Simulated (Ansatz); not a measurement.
(1) Predict a relaxed structure of NbS(OH)3 (NbSO₃H₃), charge 0, singlet, at PBE0-D4/def2-SVP (Ansatz).

## Answers

(1) 
```tsv
atom	x (Å)	y (Å)	z (Å)
Nb1	-0.0120	-0.0191	-0.0440
S2	-0.5164	-0.8610	-1.9591
O3	1.3940	-0.9986	0.7288
H4	1.9097	-1.7626	0.4551
O5	-1.5080	-0.0839	1.0921
H6	-2.4107	-0.4016	0.9981
O7	0.5253	1.7693	-0.2581
H8	0.6182	2.3575	-1.0130
```
Point group C3v (tolerance 0.1 Å). The metal has 4 neighbours: S 2.15 Å, O 1.88 Å, O 1.88 Å, O 1.88 Å. This is one stationary point.

In the def2 sets Nb takes a core potential; there is no spin–orbit coupling.
